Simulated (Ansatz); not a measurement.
Born–Oppenheimer molecular dynamics of a periodic cell of 18 atoms, CSO (contents 6 OCS, density as packed 1.09 g/cm³ with natural masses). It goes on from the last frame of an earlier run, with new velocities.

The calculation used DFT PBE-D3(BJ), scalar-relativistic, plane waves, PAW in Ansatz 0.2.0. Settings: accuracy low, cutoff 420 eV, k mesh 1x1x1, fermi-dirac smearing 0.02 eV, no spin polarisation.

| Quantity | Value |
| --- | --- |
| ensemble | NVT, Langevin thermostat |
| time step | 1 fs |
| steps asked | 380 |
| set temperature | 700 K |
| friction | 0.05 /fs |
| seed | 175253 |

Frames 20 fs apart, positions in Å.

Velocities at 20.0 fs (Å/ps):

```
O -1.10 3.75 -0.45
C 9.28 16.28 -6.17
S -3.31 -1.15 -0.42
O 1.98 -14.12 -3.36
C 9.84 -9.92 -2.39
S -2.56 -7.23 0.29
O -6.58 -2.07 0.35
C -7.21 -1.78 4.43
S 1.69 1.98 -2.25
O -2.89 -5.01 -0.48
C -1.59 5.91 4.68
S 11.23 -16.23 -8.99
O -4.16 12.22 13.78
C 8.88 -11.23 1.71
S -1.51 -4.82 -4.74
O -3.98 15.63 -10.81
C 19.27 1.10 0.77
S -6.81 0.20 -5.36
```

```xyz
18
Lattice="8.1823 0.0000 0.0000 0.0000 8.1823 0.0000 0.0000 0.0000 8.1823" Properties=species:S:1:pos:R:3 time_fs=20.0 energy_less_start_eV=0.134 T=1205
O 4.734 5.002 3.732
C 4.624 5.871 4.516
S 4.202 7.068 5.380
O 6.153 1.571 5.155
C 6.671 0.686 4.529
S 7.445 -0.168 3.459
O 2.260 2.724 0.682
C 1.759 3.274 1.560
S 0.966 3.897 2.836
O 2.240 1.979 5.288
C 1.750 1.236 5.975
S 1.358 0.059 6.910
O 3.790 9.054 2.507
C 4.534 9.245 1.649
S 5.865 9.380 0.711
O 8.125 3.886 -0.639
C 7.563 4.878 -0.803
S 6.562 6.086 -0.957
18
Lattice="8.1823 0.0000 0.0000 0.0000 8.1823 0.0000 0.0000 0.0000 8.1823" Properties=species:S:1:pos:R:3 time_fs=40.0 energy_less_start_eV=0.050 T=862
O 4.733 5.055 3.668
C 4.636 6.021 4.332
S 4.175 7.029 5.475
O 6.237 1.350 5.266
C 6.756 0.638 4.513
S 7.477 -0.342 3.513
O 2.161 2.753 0.701
C 1.600 3.213 1.593
S 0.945 3.867 2.800
O 2.201 2.095 5.359
C 1.880 1.248 6.078
S 1.431 -0.093 6.816
O 3.787 9.150 2.528
C 4.713 9.104 1.754
S 5.824 9.338 0.737
O 8.085 3.904 -0.749
C 7.488 4.846 -0.786
S 6.516 6.059 -1.003
18
Lattice="8.1823 0.0000 0.0000 0.0000 8.1823 0.0000 0.0000 0.0000 8.1823" Properties=species:S:1:pos:R:3 time_fs=60.0 energy_less_start_eV=0.201 T=685
O 4.943 5.213 3.545
C 4.444 5.836 4.418
S 4.221 6.999 5.522
O 6.302 1.190 5.336
C 6.802 0.456 4.547
S 7.484 -0.512 3.482
O 2.259 2.682 0.638
C 1.664 3.228 1.526
S 0.784 3.842 2.770
O 2.255 2.149 5.577
C 1.860 1.135 6.087
S 1.410 -0.159 6.809
O 3.719 9.060 2.547
C 4.630 9.166 1.789
S 5.858 9.289 0.797
O 8.002 3.801 -0.742
C 7.300 4.711 -0.803
S 6.527 6.116 -1.083
18
Lattice="8.1823 0.0000 0.0000 0.0000 8.1823 0.0000 0.0000 0.0000 8.1823" Properties=species:S:1:pos:R:3 time_fs=80.0 energy_less_start_eV=-0.039 T=802
O 4.877 5.095 3.642
C 4.467 5.862 4.402
S 4.220 6.886 5.544
O 6.346 1.091 5.307
C 6.919 0.352 4.585
S 7.518 -0.596 3.497
O 2.353 2.752 0.758
C 1.548 3.263 1.509
S 0.690 3.722 2.638
O 2.416 2.184 5.717
C 1.917 1.232 6.147
S 1.293 -0.094 6.766
O 3.788 8.957 2.489
C 4.671 9.108 1.754
S 5.856 9.289 0.807
O 7.981 3.761 -0.512
C 7.373 4.713 -0.846
S 6.570 6.058 -1.100
18
Lattice="8.1823 0.0000 0.0000 0.0000 8.1823 0.0000 0.0000 0.0000 8.1823" Properties=species:S:1:pos:R:3 time_fs=100.0 energy_less_start_eV=-0.081 T=483
O 4.833 4.957 3.557
C 4.553 5.754 4.370
S 4.118 6.787 5.464
O 6.502 1.040 5.393
C 6.889 0.314 4.523
S 7.481 -0.615 3.425
O 2.435 2.837 0.653
C 1.663 3.127 1.511
S 0.605 3.543 2.641
O 2.356 2.231 5.826
C 1.974 1.233 6.183
S 1.247 -0.076 6.832
O 3.722 8.847 2.529
C 4.545 9.025 1.696
S 5.905 9.272 0.786
O 8.029 3.776 -0.431
C 7.463 4.716 -0.806
S 6.652 5.989 -1.054
18
Lattice="8.1823 0.0000 0.0000 0.0000 8.1823 0.0000 0.0000 0.0000 8.1823" Properties=species:S:1:pos:R:3 time_fs=120.0 energy_less_start_eV=0.201 T=642
O 4.798 4.921 3.574
C 4.559 5.610 4.523
S 4.147 6.788 5.493
O 6.658 1.148 5.364
C 6.907 0.364 4.576
S 7.351 -0.632 3.503
O 2.452 2.857 0.734
C 1.682 3.063 1.524
S 0.624 3.474 2.611
O 2.361 2.181 5.829
C 1.892 1.238 6.258
S 1.235 -0.066 6.835
O 3.804 8.892 2.422
C 4.624 8.982 1.621
S 5.883 9.220 0.823
O 8.114 3.687 -0.242
C 7.420 4.549 -0.579
S 6.715 5.914 -1.145
18
Lattice="8.1823 0.0000 0.0000 0.0000 8.1823 0.0000 0.0000 0.0000 8.1823" Properties=species:S:1:pos:R:3 time_fs=140.0 energy_less_start_eV=0.362 T=748
O 4.706 4.936 3.632
C 4.463 5.782 4.419
S 4.126 6.846 5.506
O 6.728 1.288 5.439
C 7.090 0.467 4.696
S 7.313 -0.622 3.510
O 2.486 2.757 0.720
C 1.625 3.096 1.389
S 0.664 3.443 2.681
O 2.329 2.228 5.850
C 1.896 1.183 6.215
S 1.197 -0.063 6.851
O 3.699 8.847 2.393
C 4.747 9.045 1.821
S 5.914 9.156 0.691
O 7.973 3.654 -0.166
C 7.442 4.618 -0.454
S 6.728 5.847 -1.174
18
Lattice="8.1823 0.0000 0.0000 0.0000 8.1823 0.0000 0.0000 0.0000 8.1823" Properties=species:S:1:pos:R:3 time_fs=160.0 energy_less_start_eV=0.190 T=966
O 4.490 5.053 3.589
C 4.357 5.968 4.209
S 4.082 6.950 5.481
O 6.794 1.246 5.535
C 7.021 0.448 4.732
S 7.209 -0.565 3.603
O 2.440 2.812 0.734
C 1.694 3.045 1.564
S 0.680 3.397 2.663
O 2.107 2.214 5.562
C 1.656 1.261 6.139
S 1.208 0.005 6.845
O 3.776 8.929 2.376
C 4.656 8.878 1.605
S 5.845 8.952 0.665
O 7.891 3.610 -0.114
C 7.446 4.591 -0.586
S 6.785 5.865 -1.115
18
Lattice="8.1823 0.0000 0.0000 0.0000 8.1823 0.0000 0.0000 0.0000 8.1823" Properties=species:S:1:pos:R:3 time_fs=180.0 energy_less_start_eV=0.189 T=846
O 4.379 5.227 3.442
C 4.176 6.035 4.228
S 4.064 7.023 5.417
O 6.796 1.400 5.540
C 7.046 0.613 4.707
S 7.181 -0.631 3.651
O 2.455 2.948 0.694
C 1.661 3.071 1.551
S 0.680 3.392 2.776
O 2.003 2.341 5.400
C 1.568 1.369 5.956
S 1.333 0.156 6.928
O 3.756 8.942 2.328
C 4.630 8.931 1.575
S 5.885 8.817 0.584
O 7.836 3.579 -0.014
C 7.394 4.540 -0.636
S 6.773 5.924 -1.131
18
Lattice="8.1823 0.0000 0.0000 0.0000 8.1823 0.0000 0.0000 0.0000 8.1823" Properties=species:S:1:pos:R:3 time_fs=200.0 energy_less_start_eV=0.114 T=611
O 4.393 5.353 3.250
C 4.183 5.985 4.165
S 4.005 7.070 5.353
O 6.663 1.382 5.408
C 6.934 0.557 4.621
S 7.203 -0.597 3.715
O 2.334 3.089 0.758
C 1.526 3.283 1.518
S 0.656 3.403 2.766
O 1.751 2.359 5.315
C 1.711 1.407 6.027
S 1.335 0.318 7.046
O 3.739 8.929 2.272
C 4.663 8.898 1.537
S 5.859 8.772 0.545
O 7.769 3.688 -0.086
C 7.415 4.673 -0.584
S 6.800 5.920 -1.228
18
Lattice="8.1823 0.0000 0.0000 0.0000 8.1823 0.0000 0.0000 0.0000 8.1823" Properties=species:S:1:pos:R:3 time_fs=220.0 energy_less_start_eV=0.564 T=710
O 4.424 5.465 3.271
C 4.330 6.225 4.146
S 3.906 7.040 5.348
O 6.680 1.569 5.353
C 6.923 0.658 4.576
S 7.250 -0.589 3.612
O 2.374 3.182 0.649
C 1.731 3.106 1.578
S 0.641 3.380 2.824
O 1.858 2.286 5.209
C 1.791 1.581 6.124
S 1.340 0.400 7.047
O 3.823 8.779 2.470
C 4.609 8.802 1.561
S 5.812 8.837 0.529
O 7.878 3.756 -0.089
C 7.396 4.713 -0.470
S 6.739 5.968 -1.252
18
Lattice="8.1823 0.0000 0.0000 0.0000 8.1823 0.0000 0.0000 0.0000 8.1823" Properties=species:S:1:pos:R:3 time_fs=240.0 energy_less_start_eV=-0.106 T=811
O 4.486 5.418 3.224
C 4.270 6.143 4.127
S 3.888 7.063 5.383
O 6.684 1.619 5.145
C 6.904 0.676 4.569
S 7.248 -0.530 3.686
O 2.337 3.197 0.693
C 1.628 3.292 1.664
S 0.735 3.388 2.864
O 2.063 2.391 5.223
C 1.736 1.644 6.036
S 1.464 0.491 7.025
O 3.921 8.600 2.547
C 4.690 8.809 1.729
S 5.740 8.889 0.592
O 7.813 3.760 -0.042
C 7.354 4.651 -0.592
S 6.740 5.960 -1.210
```

Of the whole run (380 fs, mean temperature of the second half 754 K): A run of 0.38 ps of so small a system gives no equilibrium averages. Limits of this set-up: coarse k mesh, low accuracy level.

The run took 37 min on 1 thread of Arm Neoverse N1 (shared host), peak memory 0.65 GiB.
